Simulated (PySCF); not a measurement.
# Bond curve of LaBr

Set-up: PySCF, spin-free X2C with a Gaussian nucleus, basis sets La x2c-SVPall, Br x2c-SVPall. Energies in eV from La (5d1 6s2) + Br in their ground configurations at the same level. State: triplet, about 0.0 electrons in the 4f shell (Mulliken).

All columns are PBE0. A positive dipole means La(−)Br(+).

```json
{"R (Å)": "2.330", "E (eV)": "-3.647", "μ (D)": "-2.84", "Mulliken charge on La (basis-dependent)": "0.14", "HOMO (eV)": "-3.56", "LUMO (eV)": "-1.48", "Mayer bond order": "1.49", "⟨S²⟩": "2.00"}
{"R (Å)": "2.438", "E (eV)": "-4.249", "μ (D)": "-3.38", "Mulliken charge on La (basis-dependent)": "0.22", "HOMO (eV)": "-3.72", "LUMO (eV)": "-1.55", "Mayer bond order": "1.37", "⟨S²⟩": "2.00"}
{"R (Å)": "2.546", "E (eV)": "-4.570", "μ (D)": "-3.95", "Mulliken charge on La (basis-dependent)": "0.27", "HOMO (eV)": "-3.88", "LUMO (eV)": "-1.63", "Mayer bond order": "1.28", "⟨S²⟩": "2.00"}
{"R (Å)": "2.628", "E (eV)": "-4.678", "μ (D)": "-4.38", "Mulliken charge on La (basis-dependent)": "0.31", "HOMO (eV)": "-4.00", "LUMO (eV)": "-1.69", "Mayer bond order": "1.23", "⟨S²⟩": "2.00"}
{"R (Å)": "2.709", "E (eV)": "-4.704", "μ (D)": "-4.82", "Mulliken charge on La (basis-dependent)": "0.34", "HOMO (eV)": "-4.11", "LUMO (eV)": "-1.75", "Mayer bond order": "1.18", "⟨S²⟩": "2.00"}
{"R (Å)": "2.790", "E (eV)": "-4.669", "μ (D)": "-5.26", "Mulliken charge on La (basis-dependent)": "0.36", "HOMO (eV)": "-4.22", "LUMO (eV)": "-1.82", "Mayer bond order": "1.15", "⟨S²⟩": "2.00"}
{"R (Å)": "2.899", "E (eV)": "-4.554", "μ (D)": "-5.86", "Mulliken charge on La (basis-dependent)": "0.39", "HOMO (eV)": "-4.36", "LUMO (eV)": "-1.92", "Mayer bond order": "1.10", "⟨S²⟩": "2.00"}
{"R (Å)": "3.034", "E (eV)": "-4.339", "μ (D)": "-6.61", "Mulliken charge on La (basis-dependent)": "0.42", "HOMO (eV)": "-4.47", "LUMO (eV)": "-2.09", "Mayer bond order": "1.05", "⟨S²⟩": "2.00"}
{"R (Å)": "3.197", "E (eV)": "-4.024", "μ (D)": "-7.52", "Mulliken charge on La (basis-dependent)": "0.44", "HOMO (eV)": "-4.60", "LUMO (eV)": "-2.26", "Mayer bond order": "1.00", "⟨S²⟩": "2.00"}
{"R (Å)": "3.413", "E (eV)": "-3.571", "μ (D)": "-8.72", "Mulliken charge on La (basis-dependent)": "0.48", "HOMO (eV)": "-4.76", "LUMO (eV)": "-2.47", "Mayer bond order": "0.93", "⟨S²⟩": "2.00"}
```

A fit through these points gives, at Re = 2.699 Å, μ = -4.76 D and dμ/dR = -5.43 D/Å; the reduced mass is 50.33 u.

Q: How strong is the fundamental in the double-harmonic approximation, I = 42.26·(dμ/dR)²/μred km/mol?

A: I = 42.26·(-5.43)²/50.33 = 24.8 km/mol at PBE0.

Spin–orbit coupling is left out, which matters for elements this heavy, above all for dissociation energies. The state is the lowest single determinant that the PBE0 search found; with open d or f shells the true ground state can be another one.
